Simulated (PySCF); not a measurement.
Gas-phase reaction: 3 HBO2 ⇌ B3O3H3 + 3 O

Computed with PySCF and rigid-rotor harmonic-oscillator thermochemistry at 1 bar. The comparison is the NASA 1993 polynomial table, which mixes measured and estimated data. After a fit of one offset per element over all species, the range-separated, M06-2X, PBE0/def2-QZVP and CCSD(T)/def2-TZVPP enthalpies, where run, lie to one side of the table for B3O3H3 (+31 kJ/mol): a fault of the table's entry, another state or a shared error of the levels is possible; this was not checked at source. † marks an energy on the PBE0/def2-TZVP geometry and frequencies; other levels use their own. MP2 freezes the core. 6-31G* has spherical d functions here. Open shells (unrestricted): O (multiplicity 3); the rest are closed-shell singlets. Spin-orbit splitting is ignored; it lowers the true energy and changes the entropy of O. B3LYP is the form with VWN-RPA correlation. MP2 isn't extrapolated to the basis-set limit. The table's entry may be an old estimate for HBO2, B3O3H3 (not checked at source).

| level | ΔH°(298 K), kJ |
|---|---|
| table | 1211.9 |
| B3LYP/6-31G* | ? |
| MP2/def2-TZVPP† | ? |
| PBE/def2-TZVP† | 1324.3 |
| LDA/def2-TZVP† | 1527.9 |
| ωB97X-V/def2-TZVP† | ? |

### Question
What belongs in the gaps?

### Answer

- B3LYP/6-31G*, ΔH°(298 K), kJ: 1118.7
- MP2/def2-TZVPP†, ΔH°(298 K), kJ: 1292.3
- ωB97X-V/def2-TZVP†, ΔH°(298 K), kJ: 1177.5
